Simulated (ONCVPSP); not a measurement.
Configuration tests for molybdenum (Mo) (ONCV)

Mo (Z = 42), optimised norm-conserving Vanderbilt (ONCV), made with ONCVPSP 4.0.1 (PBE, fully relativistic). Core [Ar] 3d10, reference 4s2 4p6 4d5 5s0.75 (charge +0.25). Waves: 4s+5s: rc 2.10 bohr, ncon 3, nbas 7, qcut 6.1 1/bohr, 3 projectors, debl 3.2 Ha; 4p: rc 1.15 bohr, ncon 4, nbas 8, qcut 5.8 1/bohr, 2 projectors, debl 2.1 Ha; 4d: rc 2.15 bohr, ncon 4, nbas 9, qcut 8.1 1/bohr, 3 projectors, debl 0.8 Ha. Local part: polynomial inside 0.70 bohr (lpopt 4, dvloc0 0 Ha). Core correction: Teter function fitted to the true core (icmod 2), fcfact 0.5.

Open shells are filled in proportion to 2j + 1.

Energies are relative to the spin-unpolarised reference configuration 4s2 4p6 4d5 5s0.75; without spin polarisation the order of configurations can differ from experiment.

| valence configuration | charge | ΔE all-electron (eV) | error AE − PS (meV) |
| --- | --- | --- | --- |
| 4s2 4p6 4d5 5s0 | +1 | 5.701 | -1.0 |
| 4s2 4p6 4d4 5s0 | +2 | 21.162 | 0.0 |
| 4s2 4p6 4d2 5s0 | +4 | 87.401 | +40 |

Q: What are ΔE and the potential's error for 4s2 4p6 4d5 5s1?

A: ΔE = -1.190 eV all-electron; the error (AE − PS) is -0.1 meV.

Levels in the configuration 4s2 4p6 4d2 5s0:

```tsv
level	all-electron (eV)	pseudo (eV)
4s j=1/2	-111.262	-111.285
4p j=3/2	-83.794	-83.726
4p j=1/2	-86.464	-86.389
4d j=5/2	-46.167	-46.112
4d j=3/2	-46.491	-46.435
```

Note: no bound ghost flagged; GHOST(+) flagged for s at 87.8 eV, p3/2 at 271.5 eV.
